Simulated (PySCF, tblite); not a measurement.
Isomers of C6H6F3O2P, one GFN2-xTB conformer each. Single-point energies are computed at PBE0/pcSseg-1 (PySCF, gas phase, no added dispersion term), electronic only.

Question: Rank them by PBE0/pcSseg-1 energy, lowest first (kcal/mol).
A. `[CH3:1][O:2][c:3]1[p:4][c:5]([C:6]([F:7])([F:8])[F:9])[o:10][c:11]1[CH3:12]` with C1–O2–C3–P4 0°
B. `[CH:1]#[C:2][CH2:3][P:4]([C:5](=[O:6])[O:7][CH3:8])[C:9]([F:10])([F:11])[F:12]` with C2–C3–P4–C5 176°, C3–P4–C5–O6 31°, P4–C5–O7–C8 -178°

Answer: A (0.0), B (26.8).

As drawn, the lower has an aromatic ring, which the higher lacks; the higher has a C=O bond, a C≡C bond and a C(=O)–O unit, which the lower lacks. GFN2-xTB itself gives, in the same order: 0.0, 40.9. Both levels put the same isomer lowest.

Q: Which frontier levels, dipoles and rotational constants go with these structures?

A: 
```csv
SMILES,"HOMO (eV, PBE0/pcSseg-1)",LUMO (eV),dipole (D),"A, B, C (MHz)"
COc1pc(C(F)(F)F)oc1C,-6.75,-1.66,3.88,"1528, 526.7, 422.4"
C#CCP(C(=O)OC)C(F)(F)F,-7.88,-0.80,1.78,"1273, 639.3, 484.9"
```

Q: What happens when harmonic zero-point energies from GFN2-xTB frequencies are added?

A: 
```json
{"SMILES": "COc1pc(C(F)(F)F)oc1C", "ZPE (kcal/mol)": "71.9", "electronic (kcal/mol)": "0.0", "with ZPE (kcal/mol)": "0.0"}
{"SMILES": "C#CCP(C(=O)OC)C(F)(F)F", "ZPE (kcal/mol)": "68.8", "electronic (kcal/mol)": "26.8", "with ZPE (kcal/mol)": "23.7"}
```

The zero-point energies span 3.1 kcal/mol. The order is unchanged.
